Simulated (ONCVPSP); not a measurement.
Hf: one change to an ONCV potential, before and after

ONCVPSP 4.0.1 input, shortened (lines: element, Z, core and valence counts, functional; n l f; lmax; l rc ep ncon nbas qcut; lloc lpopt rc5 dvloc0; l nproj debl; icmod fcfact rcfact), PBE, scalar-relativistic:

```
  Hf 72.00    9    5        4      upf
    1    0    2.00
    2    0    2.00
    2    1    6.00
    3    0    2.00
    3    1    6.00
    3    2   10.00
    4    0    2.00
    4    1    6.00
    4    2   10.00
    4    3   13.00
    5    0    2.00
    5    1    6.00
    5    2    3.00
    6    0    2.00
    3
    0    1.70    0.00    3    6    7.10
    1    2.15    0.00    3    6    7.70
    2    2.90    0.00    3    8    4.30
    3    0.95    0.00    3    8   16.10
    4    5    0.60    1.00
    0    2    1.20
    1    2    2.80
    2    3    3.20
    3    2    3.20
    0    0.00    0.00
```

All-electron outer shells of the reference configuration (PBE, scalar-relativistic, ld1.x):

```
shell  level (eV)  outermost node (bohr)  outermost maximum (bohr)
   4d     -215.42                   0.23                      0.47
   5s      -71.04                   0.55                      1.01
   5p      -38.63                   0.59                      1.15
   4f      -24.62                      –                      0.45
   6s       -5.33                   1.34                      2.82
   5d       -3.71                   0.66                      1.61
```

Change: f: rc 0.92.

Cutoffs: the cutoffs (Ha) at which the residual kinetic energy of the hardest occupied pseudo-wave falls to 1 and 0.1 mHa per electron; they do not see the model core or the augmentation charge, which bear on the density cutoff. Errors are all-electron minus pseudo energies relative to the spin-unpolarised reference configuration.

Problem. What does the change do?

Solution. The potential gets harder (120 Ha and 200 Ha → 124 Ha and 342 Ha); both files keep a bound ghost (d, p, s); the errors of the 4 common tests hardly move. A smaller radius makes the pseudo-wave follow the all-electron one further in, where it bends more sharply, so more plane waves are needed.

| quantity | base | changed |
| --- | --- | --- |
| cutoff, loose | 120 Ha | 124 Ha |
| cutoff, tight | 200 Ha | 342 Ha |
| loose cutoff by channel | s 18 Ha, p 10 Ha, d 7.5 Ha, f 120 Ha | s 18 Ha, p 10 Ha, d 7.5 Ha, f 124 Ha |
| bound ghosts | s, p, d | s, p, d |
| GHOST(+) flags under 300 eV | none | none |
| error for 4f14 5s2 5p6 5d2 6s2, meV [ΔE -17.54 eV] | -307 | -321 |
| error for 4f14 5s2 5p6 5d2 6s1, meV [ΔE -9.56 eV] | -235 | -249 |
| error for 4f14 5s2 5p6 5d2 6s0, meV [ΔE 4.62 eV] | -157 | -171 |
| error for 4f13 5s2 5p6 5d2 6s2, meV [ΔE 7.79 eV] | +36 | +36 |
| s: phases at 1.73 bohr within 0.05 rad from the reference energy up to (Ha; the scan ends near 5) | to the end of the scan | to the end of the scan |
| p: phases at 2.18 bohr within 0.05 rad from the reference energy up to (Ha; the scan ends near 5) | to the end of the scan | to the end of the scan |
| d: phases at 2.94 bohr within 0.05 rad from the reference energy up to (Ha; the scan ends near 5) | n/a | n/a |

 A true bound ghost makes a file unfit for plane-wave use even where its test errors are small: the radial tests pick states by their node count and pass the ghost by.
